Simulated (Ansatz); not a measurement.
How methods differ on GeH3O (SMILES [OH][GeH2])

The species is GeH3O (5 atoms), meant as a doublet with charge 0. As SMILES, `[OH][GeH2]`. The shape is that of a PBE0-D4/def2-TZVP optimisation. This is one conformer, not always the lowest.

```jsonl
{"atom": "O", "x (Å)": "0.3555", "y (Å)": "-1.0758", "z (Å)": "0.4607"}
{"atom": "Ge", "x (Å)": "-0.5201", "y (Å)": "0.4161", "z (Å)": "0.0177"}
{"atom": "H", "x (Å)": "1.0974", "y (Å)": "-0.9076", "z (Å)": "1.0465"}
{"atom": "H", "x (Å)": "-1.3968", "y (Å)": "-0.0144", "z (Å)": "-1.1803"}
{"atom": "H", "x (Å)": "0.5139", "y (Å)": "1.5080", "z (Å)": "-0.3859"}
```

Quantity: the vertical ionisation energy (to the singlet cation), in eV. The values are calculated.

```csv
level,kind,program,value (eV),less FCI/STO-3G,CPU time (all runs)
USVWN5/STO-3G,LDA,Ansatz,5.61,+1.02,2.4 s
U-revPBE/STO-3G,GGA,Ansatz,5.70,+1.11,4.2 s
UBHLYP/STO-3G,global hybrid,Ansatz,6.04,+1.45,3.9 s
U-wB97X/STO-3G,range-separated hybrid,Ansatz,5.99,+1.40,19 s
UMP2/STO-3G,perturbation theory,Ansatz,4.91,+0.32,0.43 s
UBCCD(T)/STO-3G,coupled cluster or CI,Ansatz,4.62,+0.03,0.88 s
UCCSD(T)/STO-3G,coupled cluster or CI,Ansatz,4.58,-0.01,0.73 s
UCCSDT(Q)/STO-3G,coupled cluster or CI,Ansatz,4.58,-0.01,4 s
FCI/STO-3G,exact in the basis,Ansatz,4.59,0.00,3.4 min
```

FCI/STO-3G is exact within its basis and frozen core, so for wave-function methods in that basis the difference is their error; functionals converge differently with the basis, so for them it is only a difference. All-electron rows without a relativistic Hamiltonian named are non-relativistic. The values span 4.58 to 6.04 eV. All rows use very small basis sets, so even the best lies far from the true value. In the correlated wave-function rows the outer d shell of Ge is correlated, in sets not made for it. CPU times are rough (shared hosts, several kinds of processor): they show what a rung costs within a factor of a few.
